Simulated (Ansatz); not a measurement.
A nudged elastic band was laid between two geometries of ClH + H4O3Sn (10 atoms, charge 0, multiplicity 1).

Level of theory: RKS r2SCAN/def2-SVP in Ansatz.

```yaml
movable_images: 5
climbing_image: yes
spring: 5.0 eV/Å²
optimiser: quadratic models (default)
start_path: through a guess of the saddle point
force_threshold: 0.05 eV/Å
iteration_limit: 60
end_points: relaxed
```

Initial state:

```xyz
10
Properties=species:S:1:pos:R:3
Sn 0.128 -0.421 0.392
H 0.225 -0.768 2.047
O 1.774 -0.389 -0.687
H 1.655 -0.993 -1.437
O -0.824 1.356 0.195
H -0.954 1.600 -0.735
O -0.941 -1.686 -0.700
H -1.807 -1.886 -0.318
Cl 1.371 2.347 1.784
H 0.275 2.198 1.013
```

Final state:

```xyz
10
Properties=species:S:1:pos:R:3
Sn -0.295 0.900 0.002
H 1.037 -2.039 1.083
O 1.471 0.546 -0.793
H 1.909 -0.189 -0.336
O -1.360 1.750 -1.413
H -0.813 1.867 -2.205
O -1.083 -0.806 0.613
H -1.488 -0.706 1.488
Cl -0.218 2.310 1.873
H 1.742 -2.276 1.241
```

Problem. What changes between the two ends?

Solution. Bonds broken: Sn1–H2, Cl9–H10. Bonds formed: Sn1–Cl9, H2–H10. ClH + H4O3Sn becomes ClH3O3Sn + H2.

Problem. What energy profile does the band end with?

Solution. The forces met the threshold. The highest image is number 2 of 0 to 6, 1.31 eV above the first end and 1.64 eV above the last; the last end lies 0.33 eV below the first. Neighbouring images differ by up to 1.5 eV, so the band resolves the path poorly. A vibrational analysis at the climbing image gives one clearly imaginary mode, 935i cm⁻¹: a first-order saddle point. The orbitals stay closed-shell, which can raise the energy where a bond breaks towards radicals; this wasn't checked here.

```tsv
image	path coordinate (Å)	energy (eV)	Sn1–H2 (Å)	Cl9–H10 (Å)	Sn1–Cl9 (Å)
0	0.00	0.00	1.69	1.35	3.34
1	1.67	0.39	1.71	1.29	3.19
2	3.34	1.31	1.95	1.61	2.64
3	5.31	-0.14	3.15	2.72	2.34
4	7.29	-0.29	3.69	3.90	2.33
5	9.27	-0.31	3.67	4.39	2.34
6	11.24	-0.33	3.40	5.03	2.34
```

Problem. What is the geometry of the highest image?

Solution. 
```xyz
10
Properties=species:S:1:pos:R:3:forces:R:3
Sn 0.187 0.226 0.035 0.00 0.00 0.00
H 0.005 -0.133 1.938 0.01 0.00 0.00
O 1.871 -0.211 -0.888 0.00 0.00 0.00
H 1.735 -1.077 -1.309 0.00 0.00 0.00
O -0.982 1.719 -0.518 0.00 0.01 0.00
H -1.691 1.341 -1.064 0.00 -0.01 0.00
O -0.829 -1.412 -0.491 0.00 -0.01 -0.01
H -1.492 -1.673 0.165 0.00 0.00 0.01
Cl 1.496 1.906 1.588 0.00 0.00 0.00
H 0.602 0.672 2.097 0.00 0.00 0.00
```

Time of the run: 5.3 min on 4 threads of Arm Neoverse V2 (shared host), peak memory 0.19 GiB.
